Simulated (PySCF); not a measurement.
**Electric field gradients and quadrupole coupling constants**

Species: C5H8F3OP.
Z-matrix (Å and degrees, GFN2-xTB geometry), rows numbered from 1:
```
C 
O   1  1.4057
C   2  1.4020  1  113.11
P   3  1.8669  2  108.62  1  -177.50
C   4  1.8444  3   98.22  2   -55.37
C   4  1.8424  3   97.72  2    42.42
F   6  1.3468  4  115.12  3  -136.27
C   6  1.3268  4  126.24  3    51.97
F   8  1.3266  6  126.62  4   175.16
F   8  1.3287  6  122.98  4    -6.42
H   1  1.0879  2  106.58  3   179.54
H   1  1.0960  2  111.02  3    60.24
H   1  1.0967  2  111.07  3   -61.13
H   3  1.1025  2  111.47  1    64.08
H   3  1.0993  2  111.55  1   -56.34
H   5  1.0881  4  110.29  3    43.76
H   5  1.0890  4  108.26  3   -76.94
H   5  1.0882  4  109.03  3   164.90
```

Field gradients from the PBE0/pcSseg-1 density (PySCF, non-relativistic), principal values in atomic units, ordered |Vxx| ≤ |Vyy| ≤ |Vzz|:

| atom | Vxx | Vyy | Vzz |
| --- | --- | --- | --- |
| O2 | 0.0387 | 2.0314 | -2.0701 |

Question: Find the asymmetry η = (Vxx − Vyy)/Vzz and the couplings χ = eQV/h (234.96 MHz × Q in barn × V in au), with Q(17O) = −0.0256 b.

Answer: 
```tsv
atom	environment	nucleus	η	χzz (MHz)	χxx (MHz)	χyy (MHz)
O2	ether oxygen	17O	0.96	12.45	-0.23	-12.22
```

At O2 η is above 0.9: Vyy and Vzz are nearly equal in size and opposite in sign, so a small change could swap them and flip the sign of χzz. 

Question: What is Vzz at O2 in SI units (1 au = 9.71736 × 10²¹ V/m²)?

Answer: -2.0701 au = -20.116 × 10²¹ V/m².

Were the hydrogens deuterons (Q(2H) = 0.00286 b), χzz would run from 189 kHz (H14) to 212 kHz (H17 and H18).

Isolated species at its GFN2-xTB geometry (one conformer only). GFN2-xTB bond lengths can be off by several hundredths of an ångström, more for odd bonds, and the gradients follow them. The basis is small and wasn't made for field gradients, so the couplings can be 20 % off.
